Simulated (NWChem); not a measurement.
**Correlation energy of BrGe**

```
Ge
Br 1 2.3542
```
Charge 0, spin multiplicity 2.

Program: NWChem. Structure: optimised with UB3LYP/def2-SVP, a minimum by its harmonic frequencies.

Basis set: def2-SVP. Each correlation energy counts from its own Hartree-Fock reference.

The Hamiltonian is non-relativistic. The correlated methods keep 18 core orbitals frozen. This spin state was chosen for the runs; another may lie lower. The structure started from a generated list of species. The unpaired electrons of the parent sit in orbitals of symmetry b2 (C2v labels of the run); other states weren't searched. The stability of the SCF solutions was not checked. Open-shell Hartree-Fock references start from PBE0 orbitals. Coupled-cluster values serve here as a point of comparison, not as the truth.

Q: Order these methods by the correlation energy they give, lowest first: UMP2, SCS-UMP2, CCSD on UHF, CCSD[T] on UHF, CCSD(T) on UHF.

A: CCSD[T] on UHF (-431.6 mHa), CCSD(T) on UHF (-430.5 mHa), CCSD on UHF (-419.0 mHa), UMP2 (-415.1 mHa), SCS-UMP2 (-381.7 mHa)
